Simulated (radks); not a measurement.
Results of a calculation; reference values are marked as such.
How relativity changes the ionisation of the fluorine ion F5+ ([He] 2s2) to F6+ ([He] 2s1). Spin-unpolarised spherical Kohn-Sham, PBE, point nucleus unless stated (finite: rms radius 2.8976 fm), a radial shooting solver on a logarithmic mesh with Libxc functionals. A level marked "c x" has the speed of light scaled by that factor.

| level | E(F5+) (hartree) | E(F6+) (hartree) | IE (eV) | HOMO | <r> HOMO (bohr) |
|---|---|---|---|---|---|
| non-rel. | -87.97145 | -82.18654 | 157.42 | 2s | 0.8053 |
| scalar-rel. | -88.06539 | -82.27398 | 157.59 | 2s | 0.8044 |
| scalar-rel., finite nucleus | -88.06536 | -82.27396 | 157.59 | 2s | 0.8044 |
| Dirac | -88.06539 | -82.27398 | 157.59 | 2s1/2 | 0.8043 |
| Dirac, finite nucleus | -88.06536 | -82.27396 | 157.59 | 2s1/2 | 0.8043 |
| Dirac, c x 0.85 | -88.10157 | -82.30767 | 157.66 | 2s1/2 | 0.8039 |
| Dirac, c x 2 | -87.99490 | -82.20836 | 157.46 | 2s1/2 | 0.8051 |
| Dirac, c x 5 | -87.97520 | -82.19003 | 157.42 | 2s1/2 | 0.8053 |

NIST Atomic Spectra Database: 157.16 eV (measured). The relativistic part of the total energy of F5+ is -0.09391 hartree (Dirac, finite nucleus), 0.11 % of the non-relativistic value. Spin polarisation and multiplet splitting of open shells are left out at every level.

Beside tabulated values, note that spin-unpolarised runs miss the spin-polarisation part of the exchange energy of open shells.
